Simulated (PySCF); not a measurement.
**What each rung costs, and what it gives**

Saddle point of BN₂H₄Cl, closed shell (BN₂H₄Cl ([NH2][B]([NH2])[Cl]) → BNHCl ([NH][B][Cl]) + NH₃ (still joined by a long B–N bond); bonds formed: N2–H4; bonds broken: N3–H4; bonds weakened to dative contacts: B1–N2), PBE0-D4/def2-TZVP structure:

| atom | x (Å) | y (Å) | z (Å) |
| --- | --- | --- | --- |
| B1 | -0.5114 | 0.1836 | 0.3011 |
| N2 | 0.8126 | 0.4099 | -0.4890 |
| N3 | -0.5266 | -1.1669 | 0.3317 |
| H4 | 0.6290 | -0.8143 | -0.3581 |
| Cl5 | -1.5166 | 1.5157 | 0.8780 |
| H6 | 0.7359 | 0.8152 | -1.4143 |
| H7 | 1.5812 | 0.8440 | 0.0080 |
| H8 | -1.2042 | -1.7875 | 0.7426 |

Barriers are electronic and count from the start structure reached by relaxing down the imaginary mode.

PySCF 2.14 with density fitting (its default auxiliary sets; JK sets also for MP2 and CCSD(T)); basis: as named in each row; cores frozen in the correlated methods. B3LYP uses VWN-RPA correlation. Extrapolation: Hartree–Fock as exp(−7.88 √X), correlation as X^−2.97.

Times are rough, for one single point on 4 threads of a shared host (Oxide Virtual Turin-like).

The estimate by CCSD(T) at an estimated basis limit (MP2 extrapolated from triple and quadruple zeta, plus CCSD(T) − MP2 in triple zeta) is 2.628 eV.

| method | basis | time (s) | barrier (eV) | method less estimate |
| --- | --- | --- | --- | --- |
| HF | STO-3G | 1 | 3.614 | 0.986 |
| B3LYP-D4 | 6-31G | 3 | 2.671 | 0.043 |
| MP2 | def2-QZVPP | 3 | 2.576 | -0.053 |
| PBE0-D4 | def2-SVP | 4 | 2.458 | -0.170 |
| PBE-D4 | def2-SVP | 4 | 2.222 | -0.407 |
| PBE0-D4 | def2-TZVPP | 6 | 2.549 | -0.079 |
| SPW92 | def2-TZVPP | 7 | 2.216 | -0.412 |
| BHLYP-D4 | def2-TZVPP | 8 | 2.876 | 0.248 |
| B3LYP-D4 | def2-TZVPP | 8 | 2.625 | -0.004 |
| CCSD(T) | def2-SVP | 8 | 2.534 | -0.094 |
| PBE-D4 | def2-TZVPP | 9 | 2.335 | -0.294 |
| r2SCAN-D4 | def2-TZVPP | 14 | 2.535 | -0.093 |
| CCSD(T) | def2-TZVPP | 170 | 2.609 | -0.020 |
| wB97M-V | def2-TZVPP | 190 | 2.637 | 0.008 |

All methods are single points on the PBE0-D4 structures.

T1 diagnostic: at most 0.014.

Labels in which every atom is bracketed show which atoms are joined, not bond orders.
